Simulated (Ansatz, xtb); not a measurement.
Relative energy of two structures of FH6NSiSn

Structure I: `N[Si@H](F)[SnH3]`, a singlet. Structure II: a singlet given by its coordinates. Both are isolated molecules in the gas phase, relaxed with PBE0-D3(BJ)/def2-SVP; the shapes shown needn't be the lowest conformers.

I (Å):

```yaml
atoms:
  - { symbol: F, position_ang: [1.9532, -1.8962, -0.5354] }
  - { symbol: N, position_ang: [-0.5937, -1.9788, -1.7174] }
  - { symbol: Si, position_ang: [0.7205, -1.0254, -1.1738] }
  - { symbol: Sn, position_ang: [-0.1253, 0.5161, 0.6865] }
  - { symbol: H, position_ang: [-0.5493, -2.4840, -2.5959] }
  - { symbol: H, position_ang: [-1.2285, -2.4252, -1.0655] }
  - { symbol: H, position_ang: [1.2896, -0.3365, -2.3652] }
  - { symbol: H, position_ang: [-1.1324, -0.3786, 1.7519] }
  - { symbol: H, position_ang: [-1.0635, 1.7969, 0.0389] }
  - { symbol: H, position_ang: [1.1523, 1.1934, 1.6038] }
```

II (Å):

```yaml
atoms:
  - { symbol: F, position_ang: [0.8921, -0.6402, -0.7108] }
  - { symbol: N, position_ang: [-1.2504, -0.5407, 1.1041] }
  - { symbol: Si, position_ang: [1.5011, 0.7901, -0.0835] }
  - { symbol: Sn, position_ang: [-0.4522, 1.6726, 1.5160] }
  - { symbol: H, position_ang: [2.7964, 0.3793, 0.5556] }
  - { symbol: H, position_ang: [-1.1530, -1.1779, 1.8931] }
  - { symbol: H, position_ang: [-0.6906, -0.9016, 0.3221] }
  - { symbol: H, position_ang: [-2.2301, -0.5295, 0.8247] }
  - { symbol: H, position_ang: [-1.3448, 2.0616, 0.0209] }
  - { symbol: H, position_ang: [1.8829, 1.6273, -1.2680] }
```

Close contacts (Å): F1–Si3 1.68, N2–Sn4 2.39, Si3–Sn4 2.67, N2–H6 1.02, N2–H7 1.03, N2–H8 1.02, Si3–H5 1.50, Si3–H10 1.50, Sn4–H9 1.78.

Task: Estimate which is lower in electronic energy at CCSD(T)/def2-SVP + ΔMP2/def2-TZVPP, and by roughly how much.

Result: The CCSD(T)/def2-SVP + ΔMP2/def2-TZVPP calculation puts structure I lower, by 33.1 kJ/mol.

The same difference at several levels:

| level | geometry | E(II) − E(I) (kJ/mol) | departure from the last row (kJ/mol) | job, with rough time for the two |
| --- | --- | --- | --- | --- |
| GFN2-xTB | GFN2-xTB | −23.9 | −57.0 | optimisation, 0.73 s |
| HF/STO-3G | GFN2-xTB | +180.2 | +147.2 | single point, 0.94 s |
| r2SCAN-D4/def2-SVP | GFN2-xTB | +0.1 | −32.9 | single point, 2.8 s |
| PBE0-D3(BJ)/def2-SVP | PBE0-D3(BJ)/def2-SVP | +8.6 | −24.4 | optimisation, 1.9 min |
| HF/def2-SVP | PBE0-D3(BJ)/def2-SVP | +27.3 | −5.8 | part of the CCSD(T) run |
| MP2/def2-SVP | PBE0-D3(BJ)/def2-SVP | +20.4 | −12.7 | part of the CCSD(T) run |
| CCSD(T)/def2-SVP | PBE0-D3(BJ)/def2-SVP | +11.6 | −21.5 | single point |
| CCSD(T)/def2-SVP + ΔMP2/def2-TZVPP | PBE0-D3(BJ)/def2-SVP | +33.1 |  | single point, 26 s |

GFN2-xTB puts the two in the other order. r2SCAN-D4/def2-SVP finds them nearly level. The largest departure from CCSD(T)/def2-SVP + ΔMP2/def2-TZVPP is that of HF/STO-3G, 147.2 kJ/mol. The last row adds to CCSD(T) the change of the MP2 difference between the two basis sets, here +21.5 kJ/mol, a large step that makes the value less sure.

With harmonic frequencies from PBE0-D3(BJ)/def2-SVP (ideal gas, rigid rotor, one conformer each, 298.15 K, 1 atm): on the last row, ΔE + ΔZPE = +49.4, ΔH = +48.8, ΔG = +50.0 kJ/mol.

The correlated steps freeze 11 core orbitals; the filled d shell of Sn is correlated, in a basis made for valence electrons. Atoms past krypton carry core potentials in the def2 sets, other sets are all-electron and non-relativistic, and no spin–orbit term is included. Codes used: Ansatz 0.2.0, xtb 6.7.1; the last row on 2 threads of Intel(R) Xeon(R) Platinum 8375C CPU @ 2.90GHz (Ice Lake) on a shared host.
